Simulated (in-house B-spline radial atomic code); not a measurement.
Configurations of Cr²⁺, with energies counted from [Ar] 3d4. Level of theory: scalar-relativistic (X2C) revTPSS, spin-polarised, spherical fractional occupations, Fermi nucleus of rms radius 3.6452 fm; calculated with an all-electron radial atomic-structure program (B-spline basis). Shells without spins written out take the highest spin.

Occupations are held fixed; configurations that lie above the ionisation limit could autoionise.

| configuration | E - E(ref) (eV) | highest orbital | its <r> (bohr) |
| --- | --- | --- | --- |
| [Ar] 3d3 4s1 | 6.7615 | 4s up | 2.547 |
| [Ar] 3d3 4f1 | 23.947 | 4f up | 5.801 |
| [Ne] 3s2 3p5 3d4 4p1 | 52.603 | 4p up | 2.938 |
| [Ne] 3s2 3p(2 up, 3 down) 3d(2 up, 2 down) 4p(1 up, 0 down) | 60.247 | 4p up | 2.991 |
| [Ne] 3s2 3p5 3d4 4f1 | 64.22 | 4f up | 5.787 |
| [Ne] 3s2 3p(3 up, 2 down) 3d(4 up, 0 down) 4f(0 up, 1 down) | 64.27 | 4f down | 5.825 |
| [Ne] 3s2 3p(2 up, 3 down) 3d(2 up, 2 down) 4d(1 up, 0 down) | 67.366 | 4d up | 4.207 |

(1) Order these further configurations by energy, lowest first.
A. [Ne] 3s2 3p5 3d4 4s1
B. [Ar] 3d(1 up, 3 down)
C. [Ne] 3s2 3p5 3d5
D. [Ne] 3s2 3p(2 up, 3 down) 3d(4 up, 1 down)
E. [Ar] 3d3 4p1

(2) How far above the reference does [Ar] 3d3 4d1 lie?

(3) How far above the reference does [Ne] 3s2 3p5 3d4 4d1 lie?

## Answers

(1) B (3.0917 eV), E (12.549 eV), C (38.69 eV), A (46.7 eV), D (47.312 eV).

(2) 19.743 eV; its least bound orbital is 4d up with <r> = 4.196 bohr.

(3) 59.934 eV; its least bound orbital is 4d up with <r> = 4.155 bohr.
